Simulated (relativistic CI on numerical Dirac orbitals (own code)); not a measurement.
L2,3 absorption of copper in several valence states

Computed multiplet spectra 2p⁶3dⁿ → 2p⁵3dⁿ⁺¹ (Dirac-Coulomb-Breit ions, Slater integrals scaled by 0.7, an assumed crystal field that grows with the charge, no charge transfer; 300 K; Lorentzian 0.4 eV and Gaussian 0.3 eV FWHM at both edges, so that L2 comes out sharper than in experiment). Peaks over 5 % are given in eV from the highest peak in the L3 region of each spectrum (height, largest 100). S of the lowest state is read from ⟨S²⟩, and the branching ratio is the share of L3, cut at the minimum between the edges.

Field parameters in Wybourne normalisation: Oh B⁴₀ = 21Dq, B⁴₄ = √(5/14) B⁴₀. The field is a parameter set, without covalency.

- Cu2+ (d9, Oh, 10Dq = 9900 cm⁻¹): S = 0.50, branching ratio 0.75; peaks 0.0 (100), 20.1 (34)
- Cu3+ (d8, Oh, 10Dq = 12750 cm⁻¹): S = 1.00, branching ratio 0.75; peaks 0.0 (100), 1.3 (10), 2.2 (24), 20.3 (23), 21.5 (24)
- Cu4+ (d7, Oh, 10Dq = 15650 cm⁻¹): S = 1.50, high spin, branching ratio 0.83; peaks -4.1 (63), -2.2 (77), -1.4 (81), 0.0 (100), 1.5 (16), 3.0 (7), 19.0 (21), 19.9 (23), 20.6 (23), 22.0 (5)

The centroid of the whole edge, which also moves with the branching ratio, lies at 936.9 (Cu2+), 940.4 (Cu3+), 941.5 (Cu4+) eV in this ionic model, in steps of 1.1 to 3.5 eV. Compounds show about 1 to 2 eV a unit and lower energies for the high valences, since ligands screen the charge. The multiplet shape follows the d count and the spin state, and so serves as a fingerprint of valence. Real compounds of Cu4+ are mostly low spin, since covalency shrinks the Slater integrals more than this scale does.
